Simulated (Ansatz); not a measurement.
Two structures of AlSiH8O4, doublet, reached by relaxing down either side of one saddle point (PBE0-D4/def2-TZVP). Energies are electronic, without zero-point energy. Ansatz 0.2.0; basis: def2-TZVPP and def2-QZVPP; cores frozen in the correlated methods; orbitals are unrestricted. Extrapolation: Hartree–Fock as exp(−7.88 √X), correlation as X^−2.97. First:

Al1  (-1.507, -0.058, 0.164)
O2  (0.083, -0.414, -0.517)
Si3  (0.677, -1.102, -1.876)
O4  (-2.185, 1.497, -0.169)
H5  (0.117, 0.494, 1.974)
O6  (-0.888, 0.521, 1.899)
H7  (1.355, 0.012, 0.673)
O8  (1.636, 0.331, 1.560)
H9  (-0.074, -2.335, -2.238)
H10  (0.628, -0.165, -3.030)
H11  (2.100, -1.469, -1.629)
H12  (-2.931, 1.615, -0.754)
H13  (-1.191, 1.433, 1.996)
H14  (2.180, -0.358, 1.947)
(Å)

Second:

```
14
angstrom
Al -1.4840 0.0902 0.5396
O 0.1274 -0.7096 -0.1011
Si 0.4387 -0.8619 -1.7583
O -1.9041 0.6889 -1.0307
H 0.9869 0.7434 1.8424
O -0.6475 1.1412 1.6859
H 0.9134 -0.4924 0.5091
O 1.7842 0.2205 1.5634
H -0.6561 -1.6519 -2.3532
H 0.6218 0.4505 -2.4086
H 1.7101 -1.6280 -1.8245
H -2.8078 0.6882 -1.3405
H -1.1559 1.6056 2.3498
H 2.0729 -0.2848 2.3266
```

**Question.** Which bonds change from the first to the second?

**Answer.** AlSiH₄O₂ ([OH][Al][O][SiH3]) + H₂O + H₂O → AlH₂O₂ ([OH][Al][OH]) + SiH₄O ([OH][SiH3]) + H₂O (still joined by a long Al–O bond); bonds formed: O2–H7, H5–O8; dative contacts that become bonds: Al1–O6; bonds broken: H5–O6, H7–O8; bonds weakened to dative contacts: Al1–O2.

**Question.** Give the saddle point's structure and its height above each. (Judge from chemistry; the value comes from the calculation.)

**Answer.** Computed: 43.1 kJ/mol above the first and 25.9 kJ/mol above the second (CCSD(T) at an estimated basis limit (MP2 extrapolated from triple and quadruple zeta, plus CCSD(T) − MP2 in triple zeta)).
Al1  (-1.421, -0.121, 0.482)
O2  (0.231, -0.632, -0.200)
Si3  (0.590, -0.960, -1.787)
O4  (-2.081, 1.007, -0.644)
H5  (0.613, 0.689, 1.838)
O6  (-0.711, 0.806, 1.881)
H7  (1.089, -0.215, 0.587)
O8  (1.603, 0.352, 1.476)
H9  (-0.580, -1.620, -2.414)
H10  (0.933, 0.280, -2.524)
H11  (1.759, -1.878, -1.810)
H12  (-2.949, 0.869, -1.020)
H13  (-1.069, 1.684, 2.027)
H14  (1.992, -0.262, 2.107)
(Å)

The T1 diagnostic stays at or below 0.014. ⟨S²⟩ of the unrestricted Hartree–Fock references: 0.75 (a pure state has 0.75).

Labels in which every atom is bracketed show which atoms are joined, not bond orders.

For scale, one of the runs: CCSD(T)/def2-TZVPP, 320 basis functions, launched by `ansatz run in.yaml --threads 4 --pin off --events-out ev --progress --plain --max-ram 46080MiB --backend cuda --devices 0, --max-vram 37GiB`. The run took 30 s on 4 CPU threads of an AMD EPYC 7R13 and a share of one NVIDIA H100 (shared host), with 0.89 GiB of host memory at its peak.
